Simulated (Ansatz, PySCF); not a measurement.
1-bromo-1-chlorocyclopropane (C₃H₄BrCl), SMILES C1(CC1)(Cl)Br. Atoms are numbered in the order given.

```xyz
9

Cl     1.1879     1.5620     0.0000
C     -0.2510     0.5569     0.0000
Br     0.1392    -1.3200     0.0000
C     -1.4448     1.0319     0.7547
C     -1.4448     1.0319    -0.7547
H     -2.0435     0.2802     1.2747
H     -1.3460     1.9888     1.2734
H     -2.0435     0.2802    -1.2747
H     -1.3460     1.9888    -1.2734
```

Geometry: PBE0-D3(BJ)/def2-SVP.

Two levels are set side by side: PBE-D3(BJ)/def2-SVP (Ansatz, a program for electronic structure) and PBE0-D3(BJ)/def2-SVP (Ansatz). Each level has its own optimised geometry; the coordinates shown are those of the second. Frequencies come from the Hessian of PySCF at each geometry. Differences are taken from unrounded values.

| quantity | PBE0-D3(BJ) |
|---|---|
| mean bond length (Å) | 1.393 |
| bond Cl1–C2 (Å) | 1.755 |
| bond C2–Br3 (Å) | 1.917 |
| bond C2–C4 (Å) | 1.490 |
| bond C2–C5 (Å) | 1.490 |
| bond C4–C5 (Å) | 1.509 |
| bond C4–H6 (Å) | 1.093 |
| bond C4–H7 (Å) | 1.093 |
| bond C5–H8 (Å) | 1.093 |
| bond C5–H9 (Å) | 1.093 |
| highest harmonic wavenumber (cm⁻¹) | 3268 |
| mean harmonic wavenumber (cm⁻¹) | 1305 |
| zero-point energy (kcal/mol) | 39.18 |

What does PBE-D3(BJ) give, and how far is it from PBE0-D3(BJ)? (The exact figures need the calculation; the answer reports its results.)


| quantity | PBE-D3(BJ) | PBE-D3(BJ) minus PBE0-D3(BJ) |
|---|---|---|
| mean bond length (Å) | 1.404 | 0.012 |
| bond Cl1–C2 (Å) | 1.771 | 0.016 |
| bond C2–Br3 (Å) | 1.940 | 0.023 |
| bond C2–C4 (Å) | 1.500 | 0.010 |
| bond C2–C5 (Å) | 1.500 | 0.010 |
| bond C4–C5 (Å) | 1.523 | 0.014 |
| bond C4–H6 (Å) | 1.101 | 0.008 |
| bond C4–H7 (Å) | 1.101 | 0.008 |
| bond C5–H8 (Å) | 1.101 | 0.008 |
| bond C5–H9 (Å) | 1.101 | 0.008 |
| highest harmonic wavenumber (cm⁻¹) | 3175 | -93 |
| mean harmonic wavenumber (cm⁻¹) | 1257 | -49 |
| zero-point energy (kcal/mol) | 37.73 | -1.46 |

GGA bonds tend to be longer and softer than those of functionals with exact exchange. Differences between two approximate levels are no errors against the true value.
